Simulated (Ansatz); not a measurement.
`F[P+](F)(F)[Au-][N]([SiH3])[SiH3]`, 14 atoms. Total charge 0; spin multiplicity 1. Correlated methods include outer-core shells of Au, which these sets cover unevenly. Au takes the def2 core potential. Hardware: A = 4 threads of an AMD EPYC 7R13 on a shared host and a share of an NVIDIA H100 80 GB; B = 4 threads of an AMD EPYC 7R13 on a shared host. Correlated methods freeze the cores. Open-shell runs search over several starts.

(1) How many basis functions does each run have, and how long does it take in Ansatz? UKS ωB97X-V/def2-TZVPP energy of the cation [A]; UKS PBE-D4/def2-TZVPP energy of the cation [A]; UKS ωB97M-V/def2-TZVPP energy of the cation [A]; RKS PBE0-D4/def2-TZVP relaxation (20 steps) [A]; RKS SPW92 (LDA)/def2-TZVPP energy [A]; RKS PBE0-D4/def2-TZVP frequencies [A]; RKS ωB97M-V/def2-QZVPP energy [A]; RKS PBE0-D4/def2-QZVPP energy [A]; RKS ωB97M-V/def2-SVP energy [B]; direct RPA on PBE orbitals/def2-TZVPP energy [A]; RKS PBE0-D4/def2-SVP energy [B]; RKS BLYP-D4/def2-TZVPP energy [A]. (An estimate is asked.)

## Answers

(1) Ansatz gave: Other jobs shared the machine, so times are rough.

```json
{"level": "RKS SPW92 (LDA)/def2-TZVPP", "job": "energy [A]", "functions": "390", "wall time": "1.9 s", "peak host memory (GiB)": "0.9"}
{"level": "RKS BLYP-D4/def2-TZVPP", "job": "energy [A]", "functions": "390", "wall time": "2.2 s", "peak host memory (GiB)": "0.91"}
{"level": "RKS PBE0-D4/def2-SVP", "job": "energy [B]", "functions": "172", "wall time": "2.7 s", "peak host memory (GiB)": "0.78"}
{"level": "RKS PBE0-D4/def2-QZVPP", "job": "energy [A]", "functions": "706", "wall time": "3 s", "peak host memory (GiB)": "1.3"}
{"level": "direct RPA on PBE orbitals/def2-TZVPP", "job": "energy [A]", "functions": "390", "wall time": "3.3 s", "peak host memory (GiB)": "1.7"}
{"level": "UKS PBE-D4/def2-TZVPP", "job": "energy of the cation [A]", "functions": "390", "wall time": "4.7 s", "peak host memory (GiB)": "0.99"}
{"level": "RKS ωB97M-V/def2-QZVPP", "job": "energy [A]", "functions": "706", "wall time": "4.9 s", "peak host memory (GiB)": "1.4"}
{"level": "UKS ωB97M-V/def2-TZVPP", "job": "energy of the cation [A]", "functions": "390", "wall time": "5.5 s", "peak host memory (GiB)": "1.3"}
{"level": "UKS ωB97X-V/def2-TZVPP", "job": "energy of the cation [A]", "functions": "390", "wall time": "6 s", "peak host memory (GiB)": "1.2"}
{"level": "RKS ωB97M-V/def2-SVP", "job": "energy [B]", "functions": "172", "wall time": "10 s", "peak host memory (GiB)": "0.86"}
{"level": "RKS PBE0-D4/def2-TZVP", "job": "relaxation (20 steps) [A]", "functions": "311", "wall time": "34 s", "peak host memory (GiB)": "1"}
{"level": "RKS PBE0-D4/def2-TZVP", "job": "frequencies [A]", "functions": "311", "wall time": "2 min", "peak host memory (GiB)": "1"}
```
